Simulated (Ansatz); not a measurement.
Computed with Ansatz on PBE0-D4/def2-TZVP structures; ΔE is electronic, products minus reactants. CCSD(T)/CBS adds triple-zeta CCSD(T) − MP2 to the extrapolated MP2 energy (def2 sets, frozen cores). def2 core potentials past Kr. For Ge, I outer-core shells are correlated without core-valence functions, which leaves a few kJ/mol of doubt a bond. Scalar relativity is left out up to krypton. One conformer a species, not always the lowest.

`Ic1ccccc1` + `C[SiH2][NH][GeH3]` → `C[SiH2][N]([GeH3])c1ccccc1` + HI  (substitution at a C–I bond)

`Ic1ccccc1`:

Cartesian coordinates in Å:
```
I 2.138 -0.299 -2.601
C 0.818 -0.114 -0.995
C -0.407 -0.761 -1.042
C -1.280 -0.634 0.029
C -0.931 0.130 1.133
C 0.298 0.771 1.165
C 1.181 0.653 0.101
H -0.680 -1.358 -1.903
H -2.239 -1.139 -0.004
H -1.616 0.226 1.966
H 0.578 1.371 2.024
H 2.140 1.154 0.127
```

`C[SiH2][NH][GeH3]`:

```xyz
13

C    -0.187    1.244   -1.915
Si    0.634    0.662   -0.343
N    -0.485   -0.121    0.706
Ge   -0.199   -1.634    1.709
H     0.539    1.738   -2.567
H    -0.627    0.405   -2.460
H    -0.981    1.963   -1.698
H     1.292    1.844    0.293
H     1.694   -0.342   -0.632
H    -1.303    0.403    0.981
H     0.789   -2.512    0.931
H    -1.550   -2.346    1.895
H     0.384   -1.304    3.100
```

`C[SiH2][N]([GeH3])c1ccccc1`:

```xyz
23

C    -2.178   -1.054    1.584
Si   -2.256   -0.112   -0.023
N    -0.732   -0.137   -0.864
Ge   -0.616   -0.724   -2.622
C     0.447    0.255   -0.213
C     0.414    1.199    0.818
C     1.572    1.579    1.474
C     2.799    1.041    1.114
C     2.846    0.111    0.087
C     1.689   -0.282   -0.564
H    -1.430   -0.631    2.257
H    -3.148   -1.020    2.087
H    -1.920   -2.100    1.403
H    -2.726    1.279    0.245
H    -3.228   -0.743   -0.954
H    -2.027   -0.636   -3.213
H    -0.110   -2.178   -2.691
H     0.369    0.196   -3.359
H    -0.529    1.659    1.092
H     1.513    2.315    2.268
H     3.704    1.345    1.625
H     3.794   -0.324   -0.209
H     1.752   -1.036   -1.342
```

HI:

Z-matrix (Å, degrees):
```
I
H 1 1.610
```

```json
{"species": "`Ic1ccccc1`", "CCSD(T)/CBS(def2) energy (Eh)": "-528.76333"}
{"species": "`C[SiH2][NH][GeH3]`", "CCSD(T)/CBS(def2) energy (Eh)": "-2463.39859"}
{"species": "`C[SiH2][N]([GeH3])c1ccccc1`", "CCSD(T)/CBS(def2) energy (Eh)": "-2694.12440"}
{"species": "HI", "CCSD(T)/CBS(def2) energy (Eh)": "-298.03592"}
```

Task: Work out ΔE.

Result: ΔE = (-2694.12440) + (-298.03592) − (-528.76333) − (-2463.39859) = 0.00160 Eh = +1.0 kcal/mol.

Largest T1 diagnostic among the species: 0.011.

Leaving LDA and LC-ωPBE aside and taking each functional with its dispersion term where it has one, the values, not all of them listed here, spread over 4.8 kcal/mol, from revPBE-D4 to B2PLYP. LDA lies −6.7 kcal/mol from PBE without D4. From BLYP to BHLYP (50 % exact exchange), in def2-TZVPP and without D4, ΔE moves by −2.2 kcal/mol.
